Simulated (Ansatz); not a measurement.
Basis-set extrapolation for F2H7N3Si2 (`N[Si@H](F)N[Si@@H](N)F`) (PBE0-D4/def2-TZVP geometry, frozen core, the Gaussian-basis code of Ansatz). Multiplicity 1, RHF reference.

|  | def2-TZVPP | def2-QZVPP |
| --- | --- | --- |
| HF | -944.657147 | -944.694619 |
| MP2 correlation | -1.370343 | -1.485128 |
| CCSD(T) correlation | -1.455487 | not run |

Energies in hartree. Use E(X) = E(∞) + A·exp(−7.88·√X) for Hartree–Fock and E(X) = E(∞) + B·X^(−2.97) for correlation, with X = 3 and 4, and add CCSD(T) minus MP2 of the smaller set to the MP2 limit.

**Question.** What is the CCSD(T) energy at the basis-set limit?

**Answer.** HF limit: -944.694619 + (-0.037472) × 0.13774 = -944.69978. MP2 limit: -1.485128 + (-0.114785) × 0.74074 = -1.57015. Higher-order term: -1.455487 − (-1.370343) = -0.08514. Total: -946.35507 hartree, 636.5 kJ/mol below CCSD(T)/def2-TZVPP.
